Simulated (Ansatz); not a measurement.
Reactions of FH5OSSi2, SMILES `O[SiH](F)[SiH2]S`.

Gas-phase electronic energies from Ansatz, PBE0-D4/def2-TZVP geometries. CBS: MP2 limit from def2 TZ/QZ plus the TZ coupled-cluster correction, frozen cores. This one scheme is used for every species, atoms too. DFT in def2-TZVPP. B3LYP here is the variant with VWN-RPA as its local correlation; programs differ in this. No spin–orbit coupling; open shells (•) take unrestricted orbitals. Spin–orbit coupling would lower the free atoms: a little for F, O, S, Si. Each species was taken in one conformer, which may not be the lowest.

| reaction | B2PLYP (kcal/mol) | ωB97M-V (kcal/mol) | B3LYP-D4 (kcal/mol) | ωB97X-V (kcal/mol) | CCSD(T)/CBS(def2) (kcal/mol) |
| --- | --- | --- | --- | --- | --- |
| `O[SiH](F)[SiH2]S` + H–F → `O[SiH](F)[SiH2]F` + H₂S | -15.9 | -14.1 | -14.5 | -14.7 | -13.1 |
| `O[SiH](F)[SiH2]S` + CH₃OH → `CO[SiH2][SiH](O)F` + H₂S | -6.4 | -5.0 | -5.6 | -5.5 | -5.1 |
| `O[SiH](F)[SiH2]S` + `N[SiH2]F` → `O[SiH](F)N[SiH2]F` + `[SiH3]S` | -21.0 | -21.0 | -19.1 | -19.6 | -20.9 |
| `O[SiH](F)[SiH2]S` → F• + 5 H• + O• + S• + 2 Si• | 803.0 | 818.8 | 811.2 | 822.3 | 820.7 |
| `O[SiH](F)[SiH2]S` + `O[SiH3]` → `[SiH3]O[SiH2]S` + `O[SiH2]F` | -31.4 | -30.4 | -29.5 | -29.3 | -30.4 |
| `O[SiH](F)[SiH2]S` + `C[SiH](O)O` → `C[Si@H](O)O[Si@@H](O)F` + `[SiH3]S` | -37.1 | -37.3 | -35.9 | -35.9 | -36.7 |
| `O[SiH](F)[SiH2]S` + H₂ → `F[SiH2][SiH2]S` + H₂O | 22.2 | 23.0 | 22.8 | 22.2 | 22.0 |

Largest T1 diagnostic: 0.013, for `O[SiH](F)[SiH2]S`.
